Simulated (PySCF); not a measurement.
# Steps of a relaxation of [ErBr2]+

[ErBr2]+ (singlet in the valence; each metal's 4f electrons, 11 of them, lie in its core potential, out of spins and levels). PySCF 2.14.0, RKS PBE0, Er lcecp-1-SVP with ECP57, Br def2-SVP; non-relativistic Hamiltonian with scalar-relativistic core potentials where named; density fitting; no spin-orbit coupling. Origin of the start: template. Columns: position (Å) and force (eV/Å). Energies are counted from the last step; some of the 8 steps are shown. Forces carry noise of the integration grid, about 0.01 to 0.03 eV/Å.

Run from Python with OMP_NUM_THREADS=2. Where DIIS fails, smearing, a level shift and second-order steps follow.
It took 29 s on 2 threads of Arm Neoverse V1, on a shared host, from the converged density of the start.

```xyz
3
step 0  E = 0.660 eV
Er    0.0000    0.0000   -0.5449     0.00    0.00    1.76
Br    2.4978    0.0000    0.5729    -2.09    0.00   -0.88
Br   -2.4978    0.0000    0.5729     2.09    0.00   -0.88
```

```xyz
3
step 2  E = 0.094 eV
Er    0.0000    0.0000   -0.4879     0.00    0.00   -0.77
Br    2.2560    0.0000    0.5444     0.39    0.00    0.38
Br   -2.2560    0.0000    0.5444    -0.39    0.00    0.38
```

```xyz
3
step 5  E = 0.008 eV
Er    0.0000    0.0000   -0.7131     0.00    0.00    0.33
Br    2.1178    0.0000    0.6570    -0.28    0.00   -0.16
Br   -2.1178    0.0000    0.6570     0.28    0.00   -0.16
```

Question: Where does the relaxation end?

Answer: It converges at step 7 in C2v:
```xyz
3
step 7  E = 0
Er    0.0000    0.0000   -0.7261
Br    2.0771    0.0000    0.6635
Br   -2.0771    0.0000    0.6635
```

Question: How did the contacts change?

Answer: 
```csv
contact,start (Å),end (Å)
Er1–Br2 (Br),2.737,2.499
Er1–Br3 (Br),2.737,2.499
```


An lcecp potential fixes the number of 4f electrons, so in runs with it no electron can move into or out of that shell.
